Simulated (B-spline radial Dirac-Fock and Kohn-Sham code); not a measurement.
Calculated with a radial B-spline solver, using the Dirac equation of a negative muon with reduced mass in the field of a spherical finite nucleus, with the Uehling potential to all orders; nuclear polarisation, deformation, hyperfine structure, self-energy, higher-order vacuum polarisation, relativistic recoil and electron screening are left out. The nuclear charge is a Fermi distribution (skin thickness 2.3 fm).

Task: A muonic atom of atomic mass 81.92 u emits these computed lines: 2p3/2 → 1s1/2 2242 keV, 3d5/2 → 2p3/2 539.3 keV, 4f7/2 → 3d5/2 188.3 keV, 5g9/2 → 4f7/2 86.92 keV. Which element is it, and what rms charge radius was used?

Result: Rubidium (Z = 37, nuclide ⁸²Rb); the high transitions hardly feel the nucleus and fix Z. The 2p → 1s line lies 710.5 keV below the value for a point nucleus without QED, which for this nuclear model gives a radius near 4.22 fm (4.216 fm was used).
